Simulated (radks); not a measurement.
Results of a calculation; reference values are marked as such.
Question: Code: a radial shooting solver on a logarithmic mesh with Libxc functionals. Model: non-relativistic Kohn-Sham, exchange-only LDA, spin-polarised, spherical densities, point nucleus; open shells are filled with parallel spins first (spin-orbit coupling, left out, can overturn this in heavy ions). Response by self-consistent Sternheimer equations with the Hartree and adiabatic exchange-only LDA kernel. For heavy and open-shell atoms this level of theory can miss by tens of per cent. Estimate the static dipole polarisabilities of Al+ ([Ne] 3s2) and In ([Kr] 4d10 5s2 5p1) and the C6 coefficients of the three pairs.

Answer: alpha = 24.09 and 92.55 bohr^3; C6 = 121.7 (Al+-Al+), 338.1 (Al+-In), 983.3 (In-In) hartree bohr^6.
